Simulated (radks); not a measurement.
Results of a calculation; reference values are marked as such.
Ionisation of the rubidium ion Rb+, [Kr], to [Ar] 3d10 4s2 4p5 as the strength of local exchange is varied. Code: a radial shooting solver on a logarithmic mesh with Libxc functionals. Model: Dirac Kohn-Sham, Slater X-alpha exchange (alpha = 2/3 is LDA exchange), no correlation, spin-unpolarised, spherical densities, point nucleus.

| alpha | E(Rb+) (hartree) | exchange (hartree) | IE (eV) | -e of the level emptied (eV) | <r> of it (bohr) |
|---|---|---|---|---|---|
| 0.621 | -2967.99929 | -87.10154 | 25.232 | 19.383 (4p3/2) | 1.752 |
| 0.636 | -2970.10390 | -89.26552 | 25.472 | 19.608 (4p3/2) | 1.747 |
| 0.659 | -2973.33372 | -92.58911 | 25.842 | 19.954 (4p3/2) | 1.740 |
| 0.662 | -2973.75525 | -93.02312 | 25.890 | 20.000 (4p3/2) | 1.739 |
| 0.667 | -2974.45792 | -93.74670 | 25.971 | 20.076 (4p3/2) | 1.738 |
| 0.956 | -3015.33947 | -136.10259 | 30.842 | 24.672 (4p3/2) | 1.653 |
| 1.038 | -3027.03465 | -148.31091 | 32.295 | 26.051 (4p3/2) | 1.631 |

NIST Atomic Spectra Database: 27.290 eV (measured). The Delta-SCF value meets it near alpha = 0.75. Spin polarisation and multiplet splitting are left out, so open shells lie too high by an amount that depends on their filling.

Beside tabulated values, note that spin-unpolarised runs miss the spin-polarisation part of the exchange energy of open shells.
